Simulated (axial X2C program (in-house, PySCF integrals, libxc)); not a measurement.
**Density and ELF of GaSi⁺**

All values were computed with an axial X2C code built on PySCF integrals. Spin-free means the one-electron spin-free X2C Hamiltonian. Basis: Ga dyall-cv3z [9s9p7d4f1g], Si dyall-v3z [8s7p2d1f] (cores contracted in-house); Gaussian nuclei, density fitting, unrestricted open shells. Masses: Ga 68.926 u, Si 27.977 u.

PBE0, without spin–orbit coupling, state M_S = 1, Λ = 0 (beyond evenly filled blocks: π+α, π-α); Ga at z = 0, Si at z = 2.454 Å.

The maps cover the half plane through the axis: z from -2.4 to 4.8 Å along the bond, ρ from 0.15 to 2.25 Å away from it (steps of 0.3 Å, the bottom row nearest the axis).

log10 of the density in e/bohr³:

digits 0 to 9 span -5.10 to 1.37 evenly
```
0011122222333333333222110
0112223333333333333332210
0122333444444444444333211
1223344444444455554443221
1233445555555555555543321
1234455666555556665544322
2234456787655566766554332
2234557898765567986554332
```

Electron localisation function (collinear form, no current term, damped to 0 at low density):

digits 0 to 9 span 0.00 to 1.00 evenly
```
0000000111111234543200000
0000023333222467776520000
0001355655433578888752000
0013566555544689999864100
0025654323444689999875200
0146532121234675237875200
0256422464124520421675200
0255313727323407581365200
```

Axial spin density in 10⁻³ e/bohr³:

digits 0 to 9 span -5.32 to 5.32 evenly, values beyond are clipped
```
5555555555555555555555555
5555555555566677766555555
5555555566677899997655555
4444555677889999999765555
4444455689999999999965555
4444445678999999999965555
4444333544788999899654444
4444323226554334992234444
```

The state is one determinant with fixed occupations, lowest in a PBE0 search at one distance only: followed along the bond, the spin-free determinant M_S = 1, Λ = 1 reaches 0.29 eV lower at PBE0, so the state shown is not the lowest.
